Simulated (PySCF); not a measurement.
Predicted microwave data (PBE0/def2-SVPD in PySCF (dipole) on a GFN2-xTB geometry, gas phase) for one isomer of C7H7ClO:

- Rotational constants: A = 1956, B = 1487, C = 1074 MHz
- Dipole components: |μa| = 1.69 D, |μb| = 1.32 D, |μc| = 2.90 D
- Inertial defect: -127.82 u·Å²
- κ: -0.06

**Question.** Which candidate fits, each taken in the one conformer that was computed?
A. `[CH3:1][O:2][c:3]1[cH:4][cH:5][cH:6][c:7]([Cl:8])[cH:9]1` with C1–O2–C3–C4 180°
B. `[CH:1]#[C:2][C@@H:3]1[C@@H:4]2[O:5][C@@H:6]2[CH2:7][C@@H:8]1[Cl:9]` with C2–C3–C4–O5 -78°, C3–C4–O5–C6 -97°, C4–O5–C6–C7 98°, O5–C6–C7–C8 -47°
C. `[CH3:1][O:2][C:3]1=[CH:4][CH:5]=[CH:6]/[C:7]1=[CH:8]/[Cl:9]` with C1–O2–C3–C4 0°

**Answer.** B. It is C#C[C@@H]1[C@@H]2O[C@@H]2C[C@@H]1Cl, an asymmetric top, point group C1. The candidates at the same level (rigid rotor, commonest isotopes):

```
                             SMILES  A (MHz)  B (MHz)  C (MHz)  μa (D)  μb (D)  μc (D)  Δ (u·Å²)  point group           rotor
C#C[C@@H]1[C@@H]2O[C@@H]2C[C@@H]1Cl     1956     1487     1074    1.69    1.32    2.90   -127.82           C1  asymmetric top
                     COc1cccc(Cl)c1     2305    967.4    684.4    1.54    0.35    0.00     -3.22           Cs  asymmetric top
                  COC1=CC=C/C1=C/Cl     1898     1249    756.9    0.95    0.55    0.00     -3.21           Cs  asymmetric top
```

`COc1cccc(Cl)c1` has C 36 % too low; `COC1=CC=C/C1=C/Cl` has C 30 % too low. No structure here is proved a minimum.
